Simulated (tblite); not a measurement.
Compound: C2H6AlFN2.
Atom-mapped SMILES: `[F:1][Al:2]1[NH:3][CH2:4][CH2:5][NH:6]1` (hydrogens: H7 on N3; H8, H9 on C4; H10, H11 on C5; H12 on N6)

Computed with GFN2-xTB (tblite), gas phase: L-BFGS steps from a force-field or distance-geometry start until the largest atomic force falls under 0.01 eV/Å.

Step 29: E = -519.5541 eV
```
atom  x, y, z in Å  |  force x, y, z in eV/Å
F1      2.5147    2.0841   -0.3306   -0.051   0.018   0.029
Al2     1.2447    1.0515   -0.1762    0.096   0.083  -0.037
N3     -0.5062    1.3199    0.0157   -0.166   0.028  -0.090
C4     -1.0956   -0.0099   -0.1246   -0.027  -0.134   0.060
C5     -0.0682   -1.0218    0.4237   -0.048  -0.076  -0.018
N6      1.2627   -0.7361   -0.1123   -0.043  -0.088   0.070
H7     -1.1849    2.0654    0.0885    0.114  -0.118  -0.030
H8     -2.0426   -0.1061    0.4148    0.041   0.072   0.116
H9     -1.2931   -0.2659   -1.1775    0.042   0.117   0.054
H10    -0.0262   -0.9035    1.5166   -0.032   0.048  -0.145
H11    -0.3839   -2.0458    0.2040    0.017   0.053  -0.031
H12     1.5798   -1.4324   -0.7685    0.057  -0.003   0.022
```

Step 30: E = -519.5570 eV
```
atom  x, y, z in Å  |  force x, y, z in eV/Å
F1      2.5149    2.0874   -0.3272   -0.050   0.021   0.021
Al2     1.2452    1.0537   -0.1796    0.083   0.015  -0.013
N3     -0.5071    1.3164    0.0089    0.026  -0.078  -0.106
C4     -1.0973   -0.0128   -0.1248   -0.019  -0.074   0.071
C5     -0.0687   -1.0227    0.4250   -0.037  -0.057  -0.058
N6      1.2636   -0.7364   -0.1079   -0.030  -0.053   0.046
H7     -1.1782    2.0607    0.0868   -0.056   0.042  -0.017
H8     -2.0408   -0.1001    0.4220    0.032   0.037   0.093
H9     -1.2992   -0.2677   -1.1777    0.036   0.093   0.084
H10    -0.0285   -0.9071    1.5181   -0.034   0.049  -0.150
H11    -0.3853   -2.0433    0.1991    0.018  -0.008  -0.020
H12     1.5825   -1.4288   -0.7689    0.031   0.010   0.049
```

Question: Estimate the geometry and energy of step 31. (The exact step hangs on the optimiser's Hessian estimate; all steps are aligned on step 30, rigid shifts and turns removed.)

Answer: E = -519.5596 eV, largest force 0.139 eV/Å
```
atom  x, y, z in Å  |  force x, y, z in eV/Å
F1      2.5164    2.0884   -0.3288   -0.040   0.033   0.018
Al2     1.2461    1.0566   -0.1803    0.045  -0.059   0.001
N3     -0.5079    1.3130    0.0068    0.095  -0.043  -0.092
C4     -1.0992   -0.0160   -0.1213   -0.004   0.019   0.052
C5     -0.0700   -1.0253    0.4247   -0.012  -0.030  -0.077
N6      1.2634   -0.7357   -0.1025   -0.003  -0.011   0.019
H7     -1.1758    2.0602    0.0761   -0.087   0.053  -0.013
H8     -2.0389   -0.0950    0.4325    0.016   0.000   0.073
H9     -1.3034   -0.2652   -1.1743    0.005   0.052   0.085
H10    -0.0320   -0.9155    1.5174   -0.035   0.042  -0.123
H11    -0.3857   -2.0419    0.1891    0.008  -0.071  -0.012
H12     1.5881   -1.4244   -0.7655    0.013   0.014   0.066
```

The energy changes by -0.0026 eV. The first-order estimate −F·Δx gives -0.0035 eV and the mean of the old and new forces, exact on a quadratic surface, -0.0026 eV. The step makes an angle of 66° with the force vector and moves no atom by more than 0.012 Å.

The cost below is that of the whole relaxation. Time: 0.76 s wall. Hardware: one thread, Arm Neoverse N1 (aarch64), no GPU, on a shared host.
